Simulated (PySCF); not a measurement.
# How the method changes the constants of Sb₂⁺

State: ²Πu (doublet), unpaired electrons π ↑. Set-up: PySCF, scalar-relativistic core potentials, basis sets Sb def2-TZVPPD with ECP28. De refers to Sb⁺ + Sb in their high-spin ground configurations, without counterpoise correction. The functionals are run spin-unrestricted.

```csv
Level,Re (Å),ωe (cm⁻¹),De (eV),"CPU s a point (SCF and correlation, without the integrals)"
UHF,2.526,294,0.76,2.2
UHF-MP2,2.596,233,3.06,4.4
UHF-SCS-MP2,2.596,236,2.97,n/a
LDA,2.573,252,4.54,1.4
PBE,2.609,243,3.75,2
revPBE,2.618,240,3.46,2.9
BLYP,2.637,232,3.80,1.6
r²SCAN,2.581,255,3.39,4
PBE0,2.566,263,3.29,4.8
MN15,2.554,266,3.08,3.2
BHandHLYP,2.551,273,2.95,2.4
ωB97X-V,2.523,288,3.28,8.2
```

Question: What does a quarter of exact exchange do here, going from PBE to PBE0?

Answer: PBE0 less PBE: -4.3 pm in Re, +8.2 % in ωe, -0.46 eV in De. Exact exchange removes part of the self-interaction that spreads semilocal densities, and in most molecules shortens and stiffens the bond and lowers De; so it does here.

Question: What does the step from GGA to meta-GGA do here, going from PBE to r²SCAN?

Answer: r²SCAN less PBE: -2.8 pm in Re, +4.9 % in ωe, -0.36 eV in De. 

Question: What does second-order correlation do here, going from UHF to UHF-MP2?

Answer: UHF-MP2 less UHF: +7.0 pm in Re, -20.7 % in ωe, +2.30 eV in De. Correlation nearly always deepens the well. The bond lengthens, as in strong covalent bonds, where excitations into antibonding orbitals dominate.

Correlated steps freeze 8 core orbitals. Spin–orbit coupling is left out, which matters for elements this heavy, above all for dissociation energies. Counting both spins, an empty level lies below a filled one in some of these solutions, because spin and occupation are held. The state was picked by a PBE0 search and need not be the measured ground state.

The whole job (state search and all levels along the bond) took about 6.1 min on 2 threads of Intel Xeon Platinum 8488C (shared host), peak memory 5.6 GiB.
